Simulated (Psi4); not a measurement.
Dimer: SiH4 (SMILES [SiH4]) (first 5 atoms) with CH5N (SMILES CN); geometry from B3LYP-D3(BJ)/def2-TZVP, rigid monomers moved along the line of their centres of mass till Si1···H12 is 5.68 Å.
(charge 0, multiplicity 1):
```xyz
12

Si    -0.02219    -0.12478    -0.06856
H      0.04119     1.22433     0.53591
H      0.28310    -0.03284    -1.51421
H     -1.38116    -0.68415     0.11005
H      0.96690    -1.00720     0.58928
C      0.73868     0.35063     6.34010
N     -0.57731    -0.20329     6.03143
H      1.28784    -0.35651     6.96361
H      0.61496     1.26609     6.92062
H      1.36245     0.58619     5.46734
H     -0.50085    -1.06902     5.51243
H     -1.12604     0.43841     5.47300
```

Calculation: SAPT0/jun-cc-pV(D+d)Z in Psi4.

Problem. Give the four SAPT terms and the total, and say what mostly holds the pair together.

Solution. electrostatics 0.02, exchange 0.00, induction 0.00, dispersion -0.06, total -0.04 kcal/mol; the largest attraction is dispersion.
